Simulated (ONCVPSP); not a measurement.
## Si: one change to an ONCV potential, before and after

* Element: silicon (Si)
* Generator: ONCVPSP 4.0.1
* Type: optimised norm-conserving Vanderbilt (ONCV)
* Functional: PBE
* Relativity: scalar-relativistic
* Frozen core: [Ne]
* Valence charge: 4
* Reference configuration: 3s2 3p1 (charge +1)
* Partial waves: 3s: rc 1.60 bohr, ncon 4, nbas 7, qcut 4.9 1/bohr, local; 3p: rc 2.10 bohr, ncon 4, nbas 7, qcut 4.2 1/bohr, 3 projectors, debl 0.6 Ha
* Local potential: the s channel
* Core correction: none

Change: p: rc 2.44.

Cutoffs: the cutoffs (Ha) at which the residual kinetic energy of the hardest occupied pseudo-wave falls to 1 and 0.1 mHa per electron; they do not see the model core or the augmentation charge, which bear on the density cutoff. Errors are all-electron minus pseudo energies relative to the spin-unpolarised reference configuration.

**Question.** How do hardness, ghosts and transferability respond?

**Answer.** The potential gets neither clearly harder nor softer (8.3 Ha and 11 Ha → 8.3 Ha and 11 Ha); the bound ghost in p disappears; of the 4 tests that both files solve, the error grows in 2 and shrinks in 1 by more than 15 % and 0.3 meV (median size 1.0 → 2.0 meV).

| quantity | base | changed |
| --- | --- | --- |
| cutoff, loose | 8.3 Ha | 8.3 Ha |
| cutoff, tight | 11 Ha | 11 Ha |
| loose cutoff by channel | s 8.3 Ha, p 3.5 Ha | s 8.3 Ha, p 3.3 Ha |
| bound ghosts | p | none |
| GHOST(+) flags under 300 eV | none | none |
| error for 3s2 3p2, meV [ΔE -7.74 eV] | -1.0 | -1.4 |
| error for 3s2 3p0, meV [ΔE 15.99 eV] | -0.9 | -2.5 |
| error for 3s1 3p0, meV [ΔE 49.96 eV] | +68 | +62 |
| error for 3s1 3p3, meV [ΔE -0.93 eV] | -0.9 | -0.2 |
| s: phases at 1.63 bohr within 0.05 rad from the reference energy up to (Ha; the scan ends near 5) | 2.9 | 2.9 |

 A true bound ghost makes a file unfit for plane-wave use even where its test errors are small: the radial tests pick states by their node count and pass the ghost by.
